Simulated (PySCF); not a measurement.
C7H10.
Atom-mapped SMILES: `[CH2:1]=[CH:2]/[CH:3]=[CH:4]\[CH2:5][CH:6]=[CH2:7]` (hydrogens: H8, H9 on C1; H10 on C2; H11 on C3; H12 on C4; H13, H14 on C5; H15 on C6; H16, H17 on C7)

The same species was optimised twice, with GFN2-xTB and with PBE0-D3(BJ)/def2-SVP (PySCF), and the same property calculations (PySCF, gas phase) were run on both structures.

```
     coordinate  GFN2-xTB  PBE0-D3(BJ)/def2-SVP  change
      C6=C7 (Å)     1.319                 1.333  +0.014
      C1=C2 (Å)     1.329                 1.341  +0.012
      C3=C4 (Å)     1.334                 1.346  +0.012
      C2–C3 (Å)     1.446                 1.453  +0.007
      C5–C6 (Å)     1.501                 1.502  +0.001
      C4–C5 (Å)     1.499                 1.500  +0.001
   C4–C5–C6 (°)     109.7                 111.5    +1.8
   C5–C6–C7 (°)     124.4                 125.2    +0.8
   C1–C2–C3 (°)     123.0                 123.8    +0.8
   C2–C3–C4 (°)     126.9                 126.8    -0.1
   C3–C4–C5 (°)     127.4                 127.4     0.0
C1–C2–C3–C4 (°)      -178                   180      -2
C3–C4–C5–C6 (°)      -113                  -114      -1
C4–C5–C6–C7 (°)      -116                  -116       0
```

Rotational constants: A = 9418, B = 1047, C = 1001 MHz (GFN2-xTB) against A = 9255, B = 1029, C = 981.6 MHz (PBE0-D3(BJ)/def2-SVP). Point groups within 0.08 Å: C1 and C1.

On the GFN2-xTB structure: lowest singlet, TDDFT (eV) 5.65 [CAM-B3LYP/def2-SVPD]; lowest triplet, Tamm–Dancoff (eV) 3.20 [CAM-B3LYP/def2-SVPD]; isotropic polarisability (au) 93.2 [CAM-B3LYP/def2-SVPD]; HOMO (eV) -7.82 [CAM-B3LYP/def2-SVPD]; LUMO (eV) 0.20 [CAM-B3LYP/def2-SVPD]; dipole (D) 0.17 [CAM-B3LYP/def2-SVPD]; HOMO (eV) -6.60 [PBE0/pcSseg-1]; LUMO (eV) -0.85 [PBE0/pcSseg-1]; dipole (D) 0.15 [PBE0/pcSseg-1]; GIAO shielding of C1 (ppm) 61.9 [PBE0/pcSseg-1]; GIAO shielding of C2 (ppm) 47.6 [PBE0/pcSseg-1]; GIAO shielding of C3 (ppm) 49.6 [PBE0/pcSseg-1]; GIAO shielding of C4 (ppm) 47.7 [PBE0/pcSseg-1]; GIAO shielding of C5 (ppm) 147.4 [PBE0/pcSseg-1]; GIAO shielding of C6 (ppm) 41.2 [PBE0/pcSseg-1]; GIAO shielding of C7 (ppm) 64.8 [PBE0/pcSseg-1].

Q: What do these properties become on the PBE0-D3(BJ)/def2-SVP structure?

A: 
```json
{"property": "lowest singlet, TDDFT (eV)", "level": "CAM-B3LYP/def2-SVPD", "on GFN2-xTB": "5.65", "on PBE0-D3(BJ)/def2-SVP": "5.58", "change": "-0.07"}
{"property": "lowest triplet, Tamm–Dancoff (eV)", "level": "CAM-B3LYP/def2-SVPD", "on GFN2-xTB": "3.20", "on PBE0-D3(BJ)/def2-SVP": "3.10", "change": "-0.10"}
{"property": "isotropic polarisability (au)", "level": "CAM-B3LYP/def2-SVPD", "on GFN2-xTB": "93.2", "on PBE0-D3(BJ)/def2-SVP": "95.3", "change": "+2.1"}
{"property": "HOMO (eV)", "level": "CAM-B3LYP/def2-SVPD", "on GFN2-xTB": "-7.82", "on PBE0-D3(BJ)/def2-SVP": "-7.81", "change": "+0.01"}
{"property": "LUMO (eV)", "level": "CAM-B3LYP/def2-SVPD", "on GFN2-xTB": "0.20", "on PBE0-D3(BJ)/def2-SVP": "0.13", "change": "-0.07"}
{"property": "dipole (D)", "level": "CAM-B3LYP/def2-SVPD", "on GFN2-xTB": "0.17", "on PBE0-D3(BJ)/def2-SVP": "0.16", "change": "-0.01"}
{"property": "energy, GFN2-xTB geometry as zero (kcal/mol)", "level": "CAM-B3LYP/def2-SVPD", "on GFN2-xTB": "0.0", "on PBE0-D3(BJ)/def2-SVP": "-1.0", "change": "-1.0"}
{"property": "HOMO (eV)", "level": "PBE0/pcSseg-1", "on GFN2-xTB": "-6.60", "on PBE0-D3(BJ)/def2-SVP": "-6.59", "change": "+0.01"}
{"property": "LUMO (eV)", "level": "PBE0/pcSseg-1", "on GFN2-xTB": "-0.85", "on PBE0-D3(BJ)/def2-SVP": "-0.92", "change": "-0.07"}
{"property": "dipole (D)", "level": "PBE0/pcSseg-1", "on GFN2-xTB": "0.15", "on PBE0-D3(BJ)/def2-SVP": "0.14", "change": "-0.01"}
{"property": "energy, GFN2-xTB geometry as zero (kcal/mol)", "level": "PBE0/pcSseg-1", "on GFN2-xTB": "0.0", "on PBE0-D3(BJ)/def2-SVP": "-0.6", "change": "-0.6"}
{"property": "GIAO shielding of C1 (ppm)", "level": "PBE0/pcSseg-1", "on GFN2-xTB": "61.9", "on PBE0-D3(BJ)/def2-SVP": "59.0", "change": "-2.9"}
{"property": "GIAO shielding of C2 (ppm)", "level": "PBE0/pcSseg-1", "on GFN2-xTB": "47.6", "on PBE0-D3(BJ)/def2-SVP": "45.2", "change": "-2.4"}
{"property": "GIAO shielding of C3 (ppm)", "level": "PBE0/pcSseg-1", "on GFN2-xTB": "49.6", "on PBE0-D3(BJ)/def2-SVP": "46.9", "change": "-2.7"}
{"property": "GIAO shielding of C4 (ppm)", "level": "PBE0/pcSseg-1", "on GFN2-xTB": "47.7", "on PBE0-D3(BJ)/def2-SVP": "45.4", "change": "-2.3"}
{"property": "GIAO shielding of C5 (ppm)", "level": "PBE0/pcSseg-1", "on GFN2-xTB": "147.4", "on PBE0-D3(BJ)/def2-SVP": "146.8", "change": "-0.6"}
{"property": "GIAO shielding of C6 (ppm)", "level": "PBE0/pcSseg-1", "on GFN2-xTB": "41.2", "on PBE0-D3(BJ)/def2-SVP": "38.4", "change": "-2.8"}
{"property": "GIAO shielding of C7 (ppm)", "level": "PBE0/pcSseg-1", "on GFN2-xTB": "64.8", "on PBE0-D3(BJ)/def2-SVP": "60.8", "change": "-4.0"}
```

The heavy atoms differ by 0.026 Å rms after alignment. Among bonds between heavy atoms C6=C7 changes most (+0.014 Å). Changes are differences of the printed values. Neither structure is proved a minimum here.

Shape of the structure used: `[CH2:1]=[CH:2]/[CH:3]=[CH:4]\[CH2:5][CH:6]=[CH2:7]`: C1–C2–C3–C4 180°, C3–C4–C5–C6 -114°, C4–C5–C6–C7 -116°.
